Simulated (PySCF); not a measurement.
# Hartree-Fock beside MP2: ClGeH3OSi

These are calculations, not measurements. The program is PySCF 2.14.0, an open-source quantum chemistry code, run on an isolated molecule that a program drew, which may never have been made. The molecule is ClGeH3OSi (charge 0, singlet), drawn as the SMILES string `[OH][GeH]([SiH])[Cl]`.

The geometry was optimised and harmonic frequencies were computed with HF and MP2, all in the cc-pV(D+d)Z basis, for the commonest isotopes, with a restricted reference for singlets and an unrestricted one otherwise, and a frozen core in MP2. Germanium has the cc-pVDZ-PP basis, with a core potential (ECP10MDF) in place of its 10 inner electrons, and its 3s, 3p and 3d shells are frozen in MP2. Each result is a local minimum of its method.

Geometry at the HF minimum:
```xyz
7
ClGeH3OSi, angstrom
O    -0.4075    2.1542   -0.2061
Ge   -1.1180    0.7336    0.5931
Si   -1.4593    1.5348    2.8870
Cl   -3.0387    0.3436   -0.3988
H    -0.3739    2.1258   -1.1528
H    -0.3018   -0.5177    0.2606
H    -0.0137    1.2411    3.2306
```

Lengths of the bonds as drawn, in Å (atoms numbered as above):
| bond | HF | MP2 |
|---|---|---|
| O1-Ge2 | 1.778 | 1.813 |
| Ge2-Si3 | 2.454 | 2.451 |
| Ge2-Cl4 | 2.197 | 2.194 |
| O1-H5 | 0.948 | 0.971 |
| Ge2-H6 | 1.531 | 1.541 |
| Si3-H7 | 1.515 | 1.521 |

Rotational constants, in GHz:
```
constant,HF,MP2
A,3.814,3.815
B,1.921,1.907
C,1.463,1.465
```

Harmonic frequencies in cm^-1, each column in rising order, so a row needn't be the same motion in every method:
| rank | HF | MP2 |
|---|---|---|
| 1 | 91 | 77 |
| 2 | 105 | 87 |
| 3 | 137 | 113 |
| 4 | 189 | 189 |
| 5 | 264 | 242 |
| 6 | 339 | 332 |
| 7 | 409 | ? |
| 8 | 694 | 641 |
| 9 | 728 | 684 |
| 10 | 763 | 708 |
| 11 | 807 | 766 |
| 12 | 947 | 919 |
| 13 | 2157 | 2115 |
| 14 | 2223 | 2151 |
| 15 | 4138 | 3828 |

**Estimate the missing MP2 frequency from the HF column.**

A single factor s that minimises the squared misfit of MP2 against s times HF over the other rows is sum(HF x MP2) / sum(HF^2) = 0.9429, with an rms misfit of 35 cm^-1. For rank 7 it gives 0.9429 x 409 = 386 cm^-1. The calculation gives 411 cm^-1, 25 cm^-1 above the estimate. The drawn bonds are on average 0.9 % longer in MP2 than in HF.
